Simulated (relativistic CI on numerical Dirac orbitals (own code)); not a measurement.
Forbidden lines of La31+

Computed by Dirac-Coulomb-Breit CI, orbitals from a KLI potential per configuration, model QED (radiative potential, 1s self-energy scaled to tabulated hydrogen-like ionisation energies), unscaled Slater integrals (own radial code, finite nucleus).

Configurations in the expansion (outside the closed core [Ne]): 3s2 3p6 3d8, 3s2 3p5 3d9, 3s2 3p4 3d10, 3s 3p6 3d9, 3p6 3d10, 3s 3p5 3d10, 3s2 3p6 3d7 4s, 3s2 3p6 3d7 4p, 3s2 3p6 3d7 4d, 3s2 3p4 3d9 4s, 3s2 3p5 3d8 4s, 3s2 3p4 3d9 4p, 3s2 3p6 3d7 4f, 3s2 3p5 3d8 4p, 3s2 3p4 3d9 4d, 3s 3p5 3d9 4s. Levels of other configurations are missing.

| λ vac (Å) | Lower | Upper | Type | A (s⁻¹) | E lower (eV) | E upper (eV) |
| --- | --- | --- | --- | --- | --- | --- |
| 15.358 | 3s2 3p6 3d8 3F_4 [1] | 3s2 3p6 3d7 4s 3H_6 [48] | E2 | 6.12e+08 | 0.000 | 807.268 |
| 15.402 | 3s2 3p6 3d8 3F_4 [1] | 3s2 3p6 3d7 4s 3P_2 [45] | E2 | 7.14e+08 | 0.000 | 804.977 |
| 15.445 | 3s2 3p6 3d8 3F_4 [1] | 3s2 3p6 3d7 4s 3H_4 [44] | E2 | 9.75e+07 | 0.000 | 802.751 |
| 15.449 | 3s2 3p6 3d8 3F_4 [1] | 3s2 3p6 3d7 4s 5P_3 [43] | E2 | 1.94e+08 | 0.000 | 802.554 |
| 15.467 | 3s2 3p6 3d8 3F_4 [1] | 3s2 3p6 3d7 4s 3G_5 [40] | E2 | 5.16e+08 | 0.000 | 801.593 |
| 15.488 | 3s2 3p6 3d8 1D_2 [2] | 3s2 3p6 3d7 4s 3P_0 [47] | E2 | 3.16e+08 | 6.316 | 806.819 |
| 15.514 | 3s2 3p6 3d8 1D_2 [2] | 3s2 3p6 3d7 4s 5P_1 [46] | E2 | 5.35e+08 | 6.316 | 805.507 |
| 15.562 | 3s2 3p6 3d8 3F_4 [1] | 3s2 3p6 3d7 4s 3F_3 [39] | E2 | 3.15e+08 | 0.000 | 796.699 |
| 15.572 | 3s2 3p6 3d8 1D_2 [2] | 3s2 3p6 3d7 4s 5P_2 [42] | E2 | 4.24e+08 | 6.316 | 802.499 |
| 15.583 | 3s2 3p6 3d8 1D_2 [2] | 3s2 3p6 3d7 4s 5F_1 [41] | E2 | 1.47e+08 | 6.316 | 801.938 |
| 15.594 | 3s2 3p6 3d8 3F_4 [1] | 3s2 3p6 3d7 4s 5F_4 [38] | E2 | 3.41e+08 | 0.000 | 795.094 |
| 15.660 | 3s2 3p6 3d8 3F_4 [1] | 3s2 3p6 3d7 4s 1D_2 [37] | E2 | 1.92e+08 | 0.000 | 791.719 |
| 15.663 | 3s2 3p6 3d8 3F_3 [3] | 3s2 3p6 3d7 4s 1H_5 [49] | E2 | 2.85e+08 | 16.906 | 808.479 |
| 15.689 | 3s2 3p6 3d8 3F_4 [1] | 3s2 3p6 3d7 4s 3D_3 [36] | E2 | 3.81e+08 | 0.000 | 790.258 |
| 15.719 | 3s2 3p6 3d8 1D_2 [2] | 3s2 3p6 3d7 4s 5F_4 [38] | E2 | 1.25e+08 | 6.316 | 795.094 |
| 15.722 | 3s2 3p6 3d8 3F_3 [3] | 3s2 3p6 3d7 4s 5P_1 [46] | E2 | 3.86e+08 | 16.906 | 805.507 |
| 15.735 | 3s2 3p6 3d8 3F_4 [1] | 3s2 3p6 3d7 4s 3P_2 [34] | E2 | 4.12e+08 | 0.000 | 787.929 |
| 15.777 | 3s2 3p6 3d8 3F_3 [3] | 3s2 3p6 3d7 4s 3H_4 [44] | E2 | 5.96e+08 | 16.906 | 802.751 |
| 15.781 | 3s2 3p6 3d8 3F_3 [3] | 3s2 3p6 3d7 4s 5P_3 [43] | E2 | 2.31e+08 | 16.906 | 802.554 |
| 15.782 | 3s2 3p6 3d8 3F_3 [3] | 3s2 3p6 3d7 4s 5P_2 [42] | E2 | 4.78e+08 | 16.906 | 802.499 |
| 15.786 | 3s2 3p6 3d8 1D_2 [2] | 3s2 3p6 3d7 4s 1D_2 [37] | E2 | 5.55e+08 | 6.316 | 791.719 |
| 15.794 | 3s2 3p6 3d8 3F_3 [3] | 3s2 3p6 3d7 4s 5F_1 [41] | E2 | 1.56e+08 | 16.906 | 801.938 |
| 15.800 | 3s2 3p6 3d8 3F_3 [3] | 3s2 3p6 3d7 4s 3G_5 [40] | E2 | 3.40e+07 | 16.906 | 801.593 |
| 15.805 | 3s2 3p6 3d8 3P_0 [4] | 3s2 3p6 3d7 4s 5P_2 [42] | E2 | 1.36e+08 | 18.015 | 802.499 |
| 15.820 | 3s2 3p6 3d8 3P_2 [5] | 3s2 3p6 3d7 4s 3P_0 [47] | E2 | 1.13e+09 | 23.107 | 806.819 |
| 15.845 | 3s2 3p6 3d8 1D_2 [2] | 3s2 3p6 3d7 4s 3P_1 [35] | E2 | 1.05e+09 | 6.316 | 788.775 |
| 15.857 | 3s2 3p6 3d8 3P_2 [5] | 3s2 3p6 3d7 4s 3P_2 [45] | E2 | 5.33e+08 | 23.107 | 804.977 |
| 15.863 | 3s2 3p6 3d8 1D_2 [2] | 3s2 3p6 3d7 4s 3P_2 [34] | E2 | 2.07e+08 | 6.316 | 787.929 |
| 15.878 | 3s2 3p6 3d8 3F_4 [1] | 3s2 3p6 3d7 4s 3F_4 [32] | E2 | 1.20e+09 | 0.000 | 780.860 |
| 15.892 | 3s2 3p6 3d8 1G_4 [7] | 3s2 3p6 3d7 4s 1H_5 [49] | E2 | 9.71e+08 | 28.310 | 808.479 |
| 15.900 | 3s2 3p6 3d8 3F_3 [3] | 3s2 3p6 3d7 4s 3F_3 [39] | E2 | 6.25e+08 | 16.906 | 796.699 |
| 15.903 | 3s2 3p6 3d8 3P_2 [5] | 3s2 3p6 3d7 4s 3H_4 [44] | E2 | 2.59e+08 | 23.107 | 802.751 |
| 15.907 | 3s2 3p6 3d8 3P_2 [5] | 3s2 3p6 3d7 4s 5P_3 [43] | E2 | 1.43e+08 | 23.107 | 802.554 |
| 15.917 | 3s2 3p6 3d8 1G_4 [7] | 3s2 3p6 3d7 4s 3H_6 [48] | E2 | 4.63e+07 | 28.310 | 807.268 |
| 15.919 | 3s2 3p6 3d8 3P_2 [5] | 3s2 3p6 3d7 4s 5F_1 [41] | E2 | 1.18e+08 | 23.107 | 801.938 |
| 15.932 | 3s2 3p6 3d8 3F_3 [3] | 3s2 3p6 3d7 4s 5F_4 [38] | E2 | 1.04e+08 | 16.906 | 795.094 |
| 15.934 | 3s2 3p6 3d8 3P_1 [6] | 3s2 3p6 3d7 4s 3P_2 [45] | E2 | 4.89e+08 | 26.845 | 804.977 |
| 15.934 | 3s2 3p6 3d8 3F_4 [1] | 3s2 3p6 3d7 4s 5F_5 [31] | E2 | 1.67e+08 | 0.000 | 778.093 |
| 15.996 | 3s2 3p6 3d8 3P_1 [6] | 3s2 3p6 3d7 4s 5F_1 [41] | E2 | 1.47e+08 | 26.845 | 801.938 |
| 16.007 | 3s2 3p6 3d8 1D_2 [2] | 3s2 3p6 3d7 4s 3F_4 [32] | E2 | 3.36e+08 | 6.316 | 780.860 |
| 16.010 | 3s2 3p6 3d8 1G_4 [7] | 3s2 3p6 3d7 4s 3H_4 [44] | E2 | 2.25e+08 | 28.310 | 802.751 |
| 16.025 | 3s2 3p6 3d8 3P_0 [4] | 3s2 3p6 3d7 4s 1D_2 [37] | E2 | 3.61e+08 | 18.015 | 791.719 |
| 16.027 | 3s2 3p6 3d8 3P_2 [5] | 3s2 3p6 3d7 4s 3F_3 [39] | E2 | 1.26e+08 | 23.107 | 796.699 |
| 16.033 | 3s2 3p6 3d8 1G_4 [7] | 3s2 3p6 3d7 4s 3G_5 [40] | E2 | 5.45e+07 | 28.310 | 801.593 |
| 16.105 | 3s2 3p6 3d8 3P_1 [6] | 3s2 3p6 3d7 4s 3F_3 [39] | E2 | 1.67e+08 | 26.845 | 796.699 |

Terms are leading LS components. Brackets give the number of a level in order of energy, since labels repeat. The list gives strong lines, with weight on those to low levels, among the lowest 200 of 1397 levels, so that lines to higher ones, which can be the strongest, are missing. Levels whose partners in the same complex of configurations lie outside the list can be far off, and so can their lines. Rates are taken at the computed energies, electric ones in the length gauge.

At this charge energies of transitions that change n are usually good to better than 1 %, and those within a shell (Δn = 0) to a few per cent. Terms inside the open d or f shell come out 10 to 20 % too wide with unscaled integrals.

LS names give the leading component of a level, which can be under half, so a name can repeat, a term be missing and a line seem to break the LS rules.
